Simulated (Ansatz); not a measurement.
Steps of a relaxation of `[CH3][In-]([CH3])([NH3+])[OH]` with RKS PBE0-D4/def2-TZVP.

```sh
$ ansatz run in.yaml --threads 4 --pin off --events-out ev --progress --plain --max-ram 11315MiB
```

```yaml
crystal:
  periodic: [false, false, false]
  atoms:
    - {symbol: C, position_ang: [-2.252547, 0.561150, -0.001642]}
    - {symbol: In, position_ang: [-0.082191, 0.432419, 0.102283]}
    - {symbol: C, position_ang: [1.391354, 0.672817, 1.696645]}
    - {symbol: N, position_ang: [0.339360, -1.754433, -0.779888]}
    - {symbol: O, position_ang: [0.716032, 0.687364, -1.831274]}
    - {symbol: H, position_ang: [-2.739627, 0.010390, 0.827451]}
    - {symbol: H, position_ang: [-2.568920, 1.622342, 0.044777]}
    - {symbol: H, position_ang: [-2.586965, 0.138630, -0.970050]}
    - {symbol: H, position_ang: [0.971405, 0.363371, 2.674055]}
    - {symbol: H, position_ang: [1.709887, 1.731768, 1.770602]}
    - {symbol: H, position_ang: [2.282272, 0.051786, 1.475493]}
    - {symbol: H, position_ang: [1.067265, -2.358093, -0.380066]}
    - {symbol: H, position_ang: [0.737442, -1.213824, -1.584637]}
    - {symbol: H, position_ang: [-0.430775, -2.347922, -1.110747]}
    - {symbol: H, position_ang: [1.424208, 1.351436, -1.903702]}
basis:
  gaussian: {orbitals: def2-TZVP}
hamiltonian: {xc: pbe0, dispersion: d4}
relax: {f_tol: 0.005, max_steps: 150}
```

Positions (Å) and forces (eV/Å) along the path, 9 of 19 steps:

```xyz
15
step=1 energy=-10945.0068 eV
C    -2.253    0.561   -0.002   -0.182    0.046   -0.020
In   -0.082    0.432    0.102    0.056   -0.106   -0.244
C     1.391    0.673    1.697    0.119    0.040    0.111
N     0.339   -1.754   -0.780    0.207   -0.247   -0.404
O     0.716    0.687   -1.831    0.434    0.593    0.400
H    -2.740    0.010    0.827    0.242    0.282   -0.418
H    -2.569    1.622    0.045    0.123   -0.540   -0.022
H    -2.587    0.139   -0.970    0.153    0.222    0.489
H     0.971    0.363    2.674    0.215    0.160   -0.482
H     1.710    1.732    1.771   -0.141   -0.530   -0.021
H     2.282    0.052    1.475   -0.428    0.323    0.114
H     1.067   -2.358   -0.380   -0.453    0.369   -0.241
H     0.737   -1.214   -1.585   -0.256   -0.449    0.490
H    -0.431   -2.348   -1.111    0.476    0.373    0.209
H     1.424    1.351   -1.904   -0.566   -0.535    0.040
15
step=5 energy=-10945.0968 eV
C    -2.213    0.554   -0.012    0.003   -0.005   -0.004
In   -0.067    0.423    0.064    0.030    0.013   -0.023
C     1.371    0.675    1.652    0.000   -0.006    0.003
N     0.318   -1.766   -0.768   -0.018    0.008   -0.016
O     0.753    0.757   -1.796    0.025    0.036   -0.010
H    -2.686   -0.054    0.761   -0.002   -0.017    0.022
H    -2.536    1.587    0.125    0.000    0.019    0.006
H    -2.564    0.218   -0.989    0.002   -0.006   -0.023
H     0.995    0.302    2.606   -0.019   -0.009    0.012
H     1.614    1.732    1.775    0.000    0.022    0.002
H     2.294    0.146    1.409    0.012   -0.009   -0.015
H     1.004   -2.356   -0.315    0.014    0.003    0.002
H     0.728   -1.351   -1.608   -0.014   -0.023    0.031
H    -0.478   -2.337   -1.026    0.008    0.011   -0.007
H     1.445    1.419   -1.849   -0.041   -0.040    0.020
15
step=8 energy=-10945.0981 eV
C    -2.206    0.553   -0.019   -0.013    0.008    0.004
In   -0.058    0.440    0.047   -0.002    0.006    0.013
C     1.373    0.683    1.644    0.015    0.016    0.011
N     0.304   -1.766   -0.754   -0.004   -0.004    0.009
O     0.753    0.776   -1.813    0.004   -0.001   -0.014
H    -2.664   -0.098    0.729    0.006    0.014   -0.020
H    -2.543    1.575    0.170    0.005   -0.026   -0.003
H    -2.554    0.259   -1.011    0.001    0.005    0.018
H     1.006    0.250    2.577    0.017    0.011   -0.023
H     1.572    1.743    1.818   -0.007   -0.037    0.000
H     2.316    0.200    1.377   -0.022    0.012    0.013
H     0.991   -2.350   -0.294    0.001    0.000   -0.003
H     0.708   -1.381   -1.609    0.005    0.002   -0.006
H    -0.500   -2.334   -0.988    0.000   -0.001   -0.003
H     1.479    1.399   -1.846   -0.005   -0.006    0.006
15
step=11 energy=-10945.0984 eV rejected
C    -2.207    0.563   -0.023   -0.024   -0.001   -0.005
In   -0.060    0.443    0.047    0.006   -0.014   -0.020
C     1.375    0.693    1.639    0.037    0.005    0.038
N     0.300   -1.772   -0.743    0.003   -0.006    0.003
O     0.749    0.757   -1.819   -0.016   -0.005    0.008
H    -2.669   -0.128    0.685    0.008    0.013   -0.011
H    -2.545    1.573    0.219    0.006   -0.017   -0.003
H    -2.550    0.322   -1.032    0.009    0.005    0.021
H     1.048    0.189    2.551    0.014    0.023   -0.040
H     1.511    1.754    1.869   -0.007   -0.049   -0.010
H     2.344    0.284    1.340   -0.045    0.021    0.012
H     0.986   -2.356   -0.282   -0.004   -0.001    0.000
H     0.704   -1.390   -1.600   -0.007    0.010    0.014
H    -0.506   -2.339   -0.976   -0.002   -0.006    0.001
H     1.496    1.355   -1.846    0.021    0.021   -0.008
15
step=13 energy=-10945.0987 eV
C    -2.206    0.564   -0.024   -0.001    0.000   -0.001
In   -0.059    0.442    0.046    0.005   -0.006   -0.004
C     1.376    0.692    1.638    0.004    0.001    0.005
N     0.299   -1.772   -0.740   -0.007   -0.007    0.003
O     0.753    0.756   -1.819    0.005    0.009   -0.003
H    -2.668   -0.127    0.683    0.001    0.001    0.000
H    -2.543    1.573    0.218    0.000    0.000    0.001
H    -2.548    0.323   -1.032    0.000    0.000    0.000
H     1.050    0.185    2.549    0.000    0.002   -0.004
H     1.507    1.750    1.871    0.000   -0.002    0.001
H     2.344    0.287    1.338   -0.005    0.002   -0.001
H     0.985   -2.356   -0.279   -0.001    0.000   -0.001
H     0.703   -1.392   -1.598    0.000    0.005    0.004
H    -0.507   -2.340   -0.971    0.003   -0.001    0.000
H     1.492    1.364   -1.851   -0.005   -0.002   -0.001
15
step=14 energy=-10945.0987 eV
C    -2.205    0.566   -0.026   -0.003    0.000   -0.001
In   -0.058    0.442    0.045    0.002   -0.003   -0.004
C     1.376    0.693    1.638    0.007    0.001    0.007
N     0.297   -1.774   -0.737   -0.003   -0.004    0.002
O     0.753    0.753   -1.820    0.000    0.002    0.001
H    -2.668   -0.131    0.676    0.001    0.002   -0.001
H    -2.542    1.573    0.225    0.000   -0.001    0.000
H    -2.547    0.334   -1.036    0.001    0.001    0.002
H     1.059    0.172    2.543    0.002    0.004   -0.008
H     1.495    1.751    1.881    0.000   -0.009    0.000
H     2.349    0.303    1.331   -0.008    0.004    0.002
H     0.982   -2.358   -0.274    0.000    0.000   -0.001
H     0.703   -1.393   -1.594    0.000    0.001    0.001
H    -0.508   -2.342   -0.970    0.002    0.001    0.000
H     1.492    1.361   -1.853    0.000    0.001   -0.001
15
step=17 energy=-10945.0988 eV
C    -2.204    0.569   -0.028    0.001    0.000    0.000
In   -0.057    0.442    0.043    0.000    0.001    0.000
C     1.377    0.694    1.636   -0.001    0.001   -0.002
N     0.295   -1.776   -0.732    0.000    0.001    0.000
O     0.754    0.748   -1.823    0.000    0.000    0.000
H    -2.668   -0.134    0.666    0.000    0.000    0.000
H    -2.541    1.574    0.234    0.000    0.000    0.000
H    -2.545    0.348   -1.041    0.000    0.000    0.000
H     1.074    0.145    2.530    0.001    0.001   -0.001
H     1.470    1.748    1.905    0.000   -0.002    0.000
H     2.357    0.335    1.318   -0.001    0.000    0.001
H     0.980   -2.359   -0.267    0.001    0.000    0.000
H     0.702   -1.398   -1.589    0.000   -0.001    0.000
H    -0.510   -2.344   -0.964    0.000    0.000   -0.001
H     1.492    1.357   -1.860    0.000    0.000    0.001
15
step=18 energy=-10945.0988 eV
C    -2.203    0.570   -0.028    0.001   -0.001    0.000
In   -0.057    0.443    0.042    0.000    0.001    0.000
C     1.377    0.694    1.636   -0.001    0.000   -0.001
N     0.295   -1.777   -0.731    0.000    0.001    0.000
O     0.755    0.747   -1.824    0.000    0.000   -0.001
H    -2.667   -0.132    0.667    0.000    0.000    0.000
H    -2.540    1.575    0.232    0.000    0.001    0.000
H    -2.545    0.348   -1.040    0.000    0.000    0.000
H     1.077    0.139    2.527    0.000    0.000    0.000
H     1.465    1.747    1.910    0.000    0.001    0.000
H     2.359    0.341    1.316    0.000    0.000    0.000
H     0.980   -2.359   -0.266    0.001    0.000    0.000
H     0.701   -1.399   -1.589    0.000   -0.001    0.001
H    -0.511   -2.344   -0.962    0.000    0.000    0.000
H     1.493    1.356   -1.860    0.000    0.000    0.001
15
step=19 energy=-10945.0988 eV
C    -2.203    0.571   -0.028   -0.001    0.001    0.001
In   -0.056    0.443    0.042   -0.001   -0.002   -0.001
C     1.377    0.694    1.636    0.001    0.001    0.001
N     0.294   -1.777   -0.731    0.001   -0.001    0.000
O     0.755    0.747   -1.824    0.001    0.001   -0.001
H    -2.667   -0.129    0.669    0.000    0.000    0.000
H    -2.539    1.577    0.229   -0.001    0.000    0.000
H    -2.545    0.345   -1.040    0.001    0.000    0.000
H     1.081    0.132    2.524    0.000    0.001   -0.001
H     1.459    1.746    1.916    0.000   -0.001    0.000
H     2.361    0.349    1.314   -0.001    0.000    0.000
H     0.979   -2.359   -0.266    0.000   -0.001    0.000
H     0.701   -1.400   -1.589    0.000    0.001    0.000
H    -0.512   -2.344   -0.961    0.000    0.000    0.000
H     1.494    1.354   -1.861    0.000    0.000    0.000
```

Run time 82 s (4 threads of an Arm Neoverse V2 on a shared host); peak host memory 0.73 GiB.
